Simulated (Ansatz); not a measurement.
C2H9NSi3, SMILES C1[SiH2][SiH2]N=C1[SiH3].

Coordinates come from a PBE0-D3(BJ)/def2-SVP optimisation. This is a generated structure with no PubChem entry under its InChIKey; it may be hypothetical. Other conformers were not sampled.

Two levels are set side by side: PBE/def2-SVPD (Ansatz, a program for electronic structure) and PBE0/def2-SVPD (Ansatz). Energy differences of separate SCF runs at the same geometry; the states with an electron removed or added have multiplicity 2 and 2. Differences are taken from unrounded values.

```csv
quantity,PBE
vertical ionisation energy (eV),8.17
vertical singlet–triplet gap (eV),3.04
```

### Question
These are the PBE values. What does PBE0 give? (The exact figures need the calculation; the answer reports its results.)

### Answer

```json
[
 {"quantity": "vertical ionisation energy (eV)", "PBE0": "8.34", "PBE minus PBE0": "-0.17"},
 {"quantity": "vertical singlet–triplet gap (eV)", "PBE0": "3.07", "PBE minus PBE0": "-0.03"}
]
```
